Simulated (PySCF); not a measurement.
Run record: geometry optimisation, InH2(NH2) (`[H][In]([H])[NH2]`).

Method: PBE0-D3(BJ)/def2-SVP geometry optimisation, gas phase, def2 core potentials past Kr (PySCF 2.14.0). Start geometry: GFN2-xTB. A driver script takes a list of jobs; this job's settings line and coordinates (Å) are shown.

Input:
```
{"job": {"xc": "PBE0", "basis": "def2-SVP", "d3": "d3bj", "grid": 1, "maxiter": 30, "shake": 0.03, "kind": "geom"}, "charge": 0, "multiplicity": 1}
In     0.518360     0.676520    -0.001450
H      2.113280     0.751520     0.324820
H     -0.383520     2.221380    -0.404370
N     -0.527580    -0.926310     0.217200
H     -1.505880    -1.016630    -0.321020
H     -0.151530    -1.802500     0.115540
```

Task: What does the run print?

Result: 
```
step   0  E = -247.12926430  max force = 0.108883
step   1  E = -247.14899291  max force = 0.010543
step   2  E = -247.15006700  max force = 0.003230
step   3  E = -247.15027241  max force = 0.002721
step   4  E = -247.15043197  max force = 0.001945
step   5  E = -247.15060949  max force = 0.002314
step   6  E = -247.15067489  max force = 0.000829
step   7  E = -247.15070724  max force = 0.000620
step   8  E = -247.15073022  max force = 0.001306
step   9  E = -247.15074229  max force = 0.000907
step  10  E = -247.15074571  max force = 0.000319
optimisation converged
```

Energies in Eh; «max force» is the largest Cartesian gradient component in Eh/bohr.

Task: Give the first gradient maximum in eV/Å.

Result: With 1 Eh/bohr = 51.422 eV/Å, 5.599 eV/Å.

Task: How much energy does the optimisation release, in kcal/mol?

Result: E(step 0) − E(last step) = 0.021481 Eh, which is 13.5 kcal/mol.

Main results: final energy -247.15075 Eh after 10 steps; dipole 0.73 D.

Task: Where do the atoms end?

Result: 0.128 Å rms from the input after alignment:
```
atom  x, y, z in Å
In1    0.5031    0.8026    0.0024
H2     2.1714    0.6511    0.3961
H3    -0.4116    2.2122   -0.3695
N4    -0.5384   -0.9250   -0.0209
H5    -1.5238   -1.0002   -0.2436
H6    -0.1376   -1.8367    0.1664
```

Time: 15 s wall; peak memory 0.25 GiB. Hardware: an Arm Neoverse V1 with one thread, shared host with 64 logical CPUs at a one-minute load of 20.
Labels such as C1 count atoms from 1, the log's own numbers from 0.
